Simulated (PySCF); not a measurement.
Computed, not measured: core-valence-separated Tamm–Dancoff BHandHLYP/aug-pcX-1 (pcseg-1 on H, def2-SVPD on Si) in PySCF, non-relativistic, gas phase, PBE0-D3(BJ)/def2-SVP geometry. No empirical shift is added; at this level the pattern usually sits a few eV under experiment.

Main lines of an unknown, eV (oscillator strength): C K: 282.6 (0.052), 282.9 (0.053), 283.2 (0.047), 284.2 (0.067), 285.6 (0.014); O K: 533.0 (0.011), 533.2 (0.012), 534.5 (0.007), 534.8 (0.009), 535.5 (0.002). Listed: the first five lines at most of each edge with a tenth or more of its strongest line's intensity; roots within 0.03 eV on the same or equivalent atoms are summed. Only the lowest roots were sought, and the top ones are left out.

Task: Which candidate gives them?
A. `[SiH3]Cc1ccoc1`
B. `[SiH3]OC1=CC=CC1`
C. `[SiH2]1C=CC=C1OC`
D. `COC1=C[SiH2]C=C1`

Result: B. 

- `[SiH3]OC1=CC=CC1`: C K: 282.6 (0.052), 282.9 (0.053), 283.2 (0.047), 284.2 (0.067), 285.6 (0.014); O K: 533.0 (0.011), 533.2 (0.012), 534.5 (0.007), 534.8 (0.009), 535.5 (0.002). First C line listed at 282.6 eV, hole on the alkene CH carbon (1s→π*); first O line listed at 533.0 eV, hole on the silyl ether oxygen.
- `COC1=CC=C[SiH2]1`: C K: 282.0 (0.045), 282.5 (0.055), 282.8 (0.041), 283.4 (0.061), 285.2 (0.010); O K: 532.8 (0.014), 534.3 (0.013), 534.7 (0.006), 535.6 (0.004), 536.0 (0.003). First C line listed at 282.0 eV, hole on the alkene CH carbon (1s→π*); first O line listed at 532.8 eV, hole on the ether oxygen.
- `COC1=C[SiH2]C=C1`: C K: 281.8 (0.053), 282.3 (0.036), 282.4 (0.057), 284.2 (0.064), 285.2 (0.007); O K: 532.9 (0.014), 534.5 (0.019), 534.8 (0.003), 535.7 (0.009). First C line listed at 281.8 eV, hole on the alkene CH carbon (1s→π*); first O line listed at 532.9 eV, hole on the ether oxygen.
- `[SiH3]Cc1ccoc1`: C K: 283.7 (0.049), 283.9 (0.062), 284.4 (0.062), 284.5 (0.062), 285.5 (0.009); O K: 532.8 (0.032), 536.2 (0.005), 536.3 (0.006), 536.9 (0.004). First C line listed at 283.7 eV, hole on the aromatic CH carbon (1s→π*); first O line listed at 532.8 eV, hole on the furan-type oxygen.

One conformer each; other structures than these candidates weren't tested.

Shape of the structure used: `[SiH3:1][O:2][C:3]1=[CH:4][CH:5]=[CH:6][CH2:7]1`: Si1–O2–C3–C4 180°.
